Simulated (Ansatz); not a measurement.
System: H5S (charge 0, doublet). 
Geometry from a B3LYP-D3(BJ)/def2-TZVP (Ansatz, a first-principles code) optimisation:
```xyz
6

S      0.0688    -0.0002     0.0009
H     -1.2769     0.0031    -0.0169
H      0.0473     1.4810     0.0119
H      0.0404    -1.4812    -0.0107
H      0.0242    -0.0114     1.4816
H      0.0635     0.0112    -1.4804
```
Charge 0, spin multiplicity 2.

Basis-set convergence of Hartree-Fock and CCSD(T) correlation energies (hartree) with Ansatz. Correlated levels leave the core frozen unless marked. UHF or UKS for open shells. Spin-orbit coupling is left out. No relativistic terms.

| basis | functions | E(HF) | E(corr, CCSD(T)) |
|---|---|---|---|
| def2-SVP | 43 | -400.03915 | -0.23776 |
| def2-TZVPP | 112 | -400.19951 | -0.29838 |
| def2-QZVPP | 220 | -400.21269 | -0.31614 |

Extrapolating the two largest sets (X = 3 and 4) as X^-3: E(corr) = (64·(-0.31614) - 27·(-0.29838))/37 = -0.3291 Eh, an estimate of the basis-set limit. The largest set recovers 96.1 % of it, the smallest 72.2 %.
